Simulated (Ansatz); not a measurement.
Cost and result for the atomization energy of C₂H₅AlBr (`C[CH2][Al][Br]`) radical (9 atoms, 8 bonds).

Cartesian coordinates in Å:
```
C 0.4057 0.3591 -0.7973
C 0.3541 0.2443 0.7225
Al -1.1074 -0.8846 1.4389
Br -2.4464 -1.9435 -0.0885
H -0.5108 0.7943 -1.2017
H 1.2397 0.9902 -1.1201
H 0.5279 -0.6164 -1.2728
H 1.2870 -0.1716 1.1235
H 0.2503 1.2284 1.1955
```

Charge 0, multiplicity 2. Correlated methods include outer-core shells of Br, which these sets cover unevenly. Scalar relativity is left out up to krypton. Geometry: relaxed with PBE0-D4/def2-TZVP. It is one conformer, not always the lowest. Program: Ansatz. All runs use 4 threads of an Intel Xeon on a shared host. Times are those of one run each, without the atoms' runs, and a repeat can differ threefold. Electronic energies, without spin–orbit coupling; frozen cores. CCSD(T)/CBS adds CCSD(T) − MP2 in def2-TZVPP to the MP2 limit, and its time is that of the two runs behind it. T1 = 0.011; ⟨S²⟩ of the reference is 0.76. With those shells the extrapolation isn't a true limit. B3LYP takes the VWN-RPA correlation (the form of Gaussian; ORCA's B3LYP/G). HSE06 is the plane-wave form, built on full-range PBE exchange.

CCSD(T)/CBS is a level of theory with its own doubt, some kJ/mol a heavy atom from the limit and from the frozen cores, so smaller differences don't rank the functionals.

```csv
level,functions,wall time,atomization (kJ/mol),difference from CCSD(T)/CBS,per bond
LDA (SPW92)/def2-TZVPP,222,1.4 s,3517.5,397.2,49.7
PBE-D4/def2-TZVPP (with forces),222,2.7 s,3169.0,48.7,6.1
HSE06-D4/def2-TZVPP,222,4.3 s,3141.6,21.3,2.7
B3LYP-D4/def2-TZVPP (with forces),222,4.5 s,3112.4,-7.9,-1.0
CAM-B3LYP-D4/def2-TZVPP,222,4.8 s,3119.0,-1.3,-0.2
BHLYP-D4/def2-TZVPP,222,5 s,3053.4,-66.9,-8.4
B2PLYP/def2-TZVPP,222,6 s,3080.8,-39.5,-4.9
B97M-V/def2-TZVPP,222,9 s,3127.3,7.0,0.9
CCSD(T)/def2-SVP,103,11 s,2977.3,-143.0,-17.9
ωB97M-V/def2-TZVPP (with forces),222,13 s,3113.3,-7.0,-0.9
MP2/def2-QZVPP,423,25 s,3133.2,12.9,1.6
CCSD(T)/def2-TZVPP,222,3.5 min,3044.4,-75.9,-9.5
CCSD(T)/CBS(def2),–,3.9 min,3120.3,0.0,0.0
```

In def2-TZVPP, CCSD(T) changes the Hartree–Fock value by +660.5 kJ/mol (the triples alone add +39.8 kJ/mol) and MP2 by +705.1 kJ/mol; breaking electron pairs costs correlation energy, which Hartree–Fock lacks. Leaving LDA and LC-ωPBE aside and taking each functional with its dispersion term where it has one, the values spread over 115.7 kJ/mol, from BHLYP-D4 to PBE-D4. LDA lies +367.7 kJ/mol from PBE without D4, its usual overbinding. From BLYP to BHLYP (50 % exact exchange), in def2-TZVPP and without D4, the atomization energy moves by −21.9 kJ/mol: exact exchange takes away binding that semilocal exchange gives to molecules.
